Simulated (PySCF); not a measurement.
Stationary points of H2TaO

All numbers come from PBE0 in PySCF with Ta def2-TZVP with ECP60, O def2-TZVP, H def2-TZVP; scalar-relativistic core potentials, no spin–orbit coupling; density-fitted integrals.

Relaxations began from a few typed shapes; open shells are unrestricted. The search is not exhaustive: other isomers or separated fragments can lie lower, and high-lying points may rest on an excited occupation.

Problem. Order these stationary points by electronic energy, lowest first, in kJ/mol from the lowest minimum.
A. doublet Cs: Ta–H 1.785 Å (×2), Ta–O 1.694 Å; H–Ta–H 118.4°, H–Ta–O 104.7° (×2)
B. doublet C2v: Ta–H 1.821 Å (×2), Ta–O 1.703 Å; H–Ta–H 129.3°, H–Ta–O 115.4° (×2)

Solution. A (0.0), B (25.8).

Problem. Which of them are minima?

Solution. By energy in kJ/mol, 0.0: minimum; 25.8: saddle point, 1 imaginary mode.

For the lowest minimum: with open d or f shells other occupations or spin states may lie lower. No spin–orbit coupling is included, which matters more the heavier the element.
